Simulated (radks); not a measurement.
Gd I, 64 electrons, occupied as [Xe] 4f6.5 5d1 6s2 6p0.5 (fractional occupations, a model configuration). Calculated with a radial shooting solver on a logarithmic mesh with Libxc functionals: non-relativistic Kohn-Sham, TPSS, spin-unpolarised, spherical densities, point nucleus; meta-GGA in the generalised Kohn-Sham scheme; relativity is left out, which matters for an element this heavy.

Normalised radial functions P(r) = r R(r), r in bohr:

```
   r/bohr * 4d, o 5s, + 4f (the largest magnitude, 1.39, reaches the edge; | marks zero, & curves that meet)
 0.002381                             &o
 0.002794                             &o
 0.003253                             & o
 0.003817                             & o
  0.00448                             & o
 0.005257                             & o
 0.006169                             & o
 0.007239                             &  o
 0.008428                             &  o
  0.00989                             &  o
  0.01161                             &  o
  0.01362                             &  o
  0.01598                             &  o
  0.01876                             & o
  0.02184                             +*o
  0.02562                             +&
  0.03007                             &*
  0.03529                            o+ *
  0.04141                           o +  *
  0.04821                          o  +   *
  0.05657                         o   +     *
  0.06639                        o    +      *
  0.07791                        o    |+       *
  0.09143                          o  |+          *
   0.1073                            o| +           *
   0.1249                             |o +           *
   0.1466                             |   &           *
    0.172                             |     &       *
   0.2019                             |      o+  *
   0.2369                             |    o*    +
    0.278                           * | o           +
   0.3236                   *      o  |               +
   0.3798           *         o       |                  +
   0.4457     *             o         |                    +
    0.523  *                o         |                     +
   0.6137  *                     o    |                     +
   0.7145     *                       |o                   +
   0.8384          *                  |        o        +
   0.9839                *            |              o+
    1.155                     *       |            +     o
    1.355                        *    |         +        o
     1.59                           * |      +         o
    1.851                            *|    +       o
    2.172                             *  +     o
    2.549                             * +  o
    2.992                             *+o
    3.511                             *&
     4.12                             &
    4.796                             &
    5.628                             &
    6.605                             &
    7.751                             &
    9.096                             &
    10.67                             &
    12.43                             &
    14.58                             &
    17.11                             &
```

4d: eigenvalue -156.98 eV, 1 radial node at r = 0.268 bohr, <r> = 0.634 bohr, 90 % of the charge inside 0.951 bohr. 5s: eigenvalue -47.545 eV, 4 radial nodes at r = 0.0303, 0.115, 0.295, 0.694 bohr, <r> = 1.41 bohr, 90 % of the charge inside 2.02 bohr. 4f: eigenvalue -18.249 eV, 0 radial nodes, <r> = 0.802 bohr, 90 % of the charge inside 1.35 bohr.
